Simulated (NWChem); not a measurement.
System: GeHOCl2F; SMILES [OH][Ge]([F])([Cl])[Cl]

```xyz
6

O     -1.2488    -0.1289    -1.4563
Ge    -0.2687    -0.0112    -0.0209
F     -1.3045     0.0646     1.3528
Cl     0.9294    -1.7457     0.0982
Cl     0.9160     1.7518     0.0247
H     -1.9691     0.5139    -1.4758
```
Atoms are numbered in this order, from 1.

Level: PBE0/def2-SVP (NWChem), optimised geometry, unscaled harmonic frequencies. 

List the harmonic frequencies with IR intensities, and the thermochemistry.


```json
[
 {"frequency (cm⁻¹)": "71", "IR intensity (km/mol)": "71.8"},
 {"frequency (cm⁻¹)": "155", "IR intensity (km/mol)": "15.8"},
 {"frequency (cm⁻¹)": "169", "IR intensity (km/mol)": "0.7"},
 {"frequency (cm⁻¹)": "199", "IR intensity (km/mol)": "13.4"},
 {"frequency (cm⁻¹)": "235", "IR intensity (km/mol)": "27.9"},
 {"frequency (cm⁻¹)": "257", "IR intensity (km/mol)": "62.0"},
 {"frequency (cm⁻¹)": "435", "IR intensity (km/mol)": "29.6"},
 {"frequency (cm⁻¹)": "480", "IR intensity (km/mol)": "105.7"},
 {"frequency (cm⁻¹)": "736", "IR intensity (km/mol)": "75.1"},
 {"frequency (cm⁻¹)": "772", "IR intensity (km/mol)": "110.0"},
 {"frequency (cm⁻¹)": "901", "IR intensity (km/mol)": "82.8"},
 {"frequency (cm⁻¹)": "3884", "IR intensity (km/mol)": "141.0"}
]
```

The zero-point energy is 11.8 kcal/mol, the thermal correction to the enthalpy at 298.15 K (with zero-point energy) comes out as 16.9 kcal/mol and the heat capacity Cv is 21.7 cal/(mol K). The entropy at 298.15 K and 1 atm (symmetry number 1) is 86.7 cal/(mol K) and the dipole moment comes out as 1.50 D.

Rigid rotor and harmonic oscillator; modes under 100 cm⁻¹ make the entropy uncertain.
